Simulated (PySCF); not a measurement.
# Assigning NMR signals

Molfile (atoms numbered from 1):
```
C5H8O4Si
     RDKit          3D

 18 18  0  0  0  0  0  0  0  0999 V2000
    1.6600    0.3572   -1.4222 O   0  0  0  0  0  0  0  0  0  0  0  0
    1.6026    0.1379   -0.2428 C   0  0  0  0  0  0  0  0  0  0  0  0
    2.6212   -0.2095    0.4990 O   0  0  0  0  0  0  0  0  0  0  0  0
    4.1807   -0.3535   -0.0884 Si  0  0  0  0  0  4  0  0  0  0  0  0
    0.3045    0.2615    0.5771 C   0  0  0  0  0  0  0  0  0  0  0  0
    0.2844    0.5234    1.7513 O   0  0  0  0  0  0  0  0  0  0  0  0
   -0.7442    0.0561   -0.1977 O   0  0  0  0  0  0  0  0  0  0  0  0
   -2.0336    0.1690    0.3715 C   0  0  0  0  0  0  0  0  0  0  0  0
   -3.0918   -0.7325   -0.1820 C   0  0  0  0  0  0  0  0  0  0  0  0
   -3.1038    0.7305   -0.5109 C   0  0  0  0  0  0  0  0  0  0  0  0
    4.1784   -1.3193   -1.1810 H   0  0  0  0  0  0  0  0  0  0  0  0
    4.8023   -0.8319    1.1355 H   0  0  0  0  0  0  0  0  0  0  0  0
    4.6231    0.9638   -0.5299 H   0  0  0  0  0  0  0  0  0  0  0  0
   -2.0061    0.4089    1.4274 H   0  0  0  0  0  0  0  0  0  0  0  0
   -3.8305   -1.1235    0.5001 H   0  0  0  0  0  0  0  0  0  0  0  0
   -2.7950   -1.4174   -0.9602 H   0  0  0  0  0  0  0  0  0  0  0  0
   -2.8110    1.0215   -1.5070 H   0  0  0  0  0  0  0  0  0  0  0  0
   -3.8499    1.3642   -0.0582 H   0  0  0  0  0  0  0  0  0  0  0  0
  1  2  2  0
  2  3  1  0
  3  4  1  0
  2  5  1  0
  5  6  2  0
  5  7  1  0
  7  8  1  0
  8  9  1  0
  9 10  1  0
 10  8  1  0
  4 11  1  0
  4 12  1  0
  4 13  1  0
  8 14  1  0
  9 15  1  0
  9 16  1  0
 10 17  1  0
 10 18  1  0
M  END
```

PySCF 2.14.0 with density-fitted response routines calculation with geometry: GFN2-xTB and NMR shieldings at PBE0/pcSseg-1/GIAO; equivalent nuclei averaged, relativity neglected, gas phase, single conformer.

References, each an isolated molecule treated in the same way: TMS for $^{13}$C (186.93 ppm) and $^{1}$H (31.72 ppm).

(1) Assign these signals to the numbered atoms. $^{13}$C{$^{1}$H} NMR (computed): δ 164.7, 164.3, 51.4, 8.1.

(2) Assign these signals to the numbered atoms. $^{1}$H NMR (500 MHz, computed): δ 5.26 (m, 1H), 4.93 (s, 3H), 1.07 (m, 2H), 0.79 (m, 2H).

Answers

(1) 
164.7 → C5, ester carbonyl carbon: it is a carbonyl in resonance with an O or N lone pair, the region of acids, esters and amides
164.3 → C2, carbonyl carbon
51.4 → C8, three-membered-ring carbon: deshielded by the electronegative neighbour
8.1 → C9/C10, three-membered-ring carbon

C5 and C2 lie closer than the usual error of such a calculation, so a measured spectrum could show them in the other order.

(2) 
```tsv
δ (ppm)	atoms	environment	reason
5.26	H14	hydrogen on a three-membered-ring carbon	its carbon carries O, which withdraws density
4.93	H11/H12/H13	hydrogen on a silicon bonded to O	–
1.07	H16/H17	hydrogen on a three-membered-ring carbon	cyclopropane-type protons are shielded by the ring
0.79	H15/H18	hydrogen on a three-membered-ring carbon	–
```

Shifts are as computed. Against solution values, carbons near 30 ppm lie about +3 ppm off and those near 130 ppm about +5 ppm. Of 1211 compounds with measured shifts, 218 miss one by over three times the rms of a fit or turn the order of signals round; such compounds aren't used in these exercises. Multiplicities follow the n + 1 count of equivalent neighbours, as no J values were calculated; m marks all less simple cases, F and P coupling included.
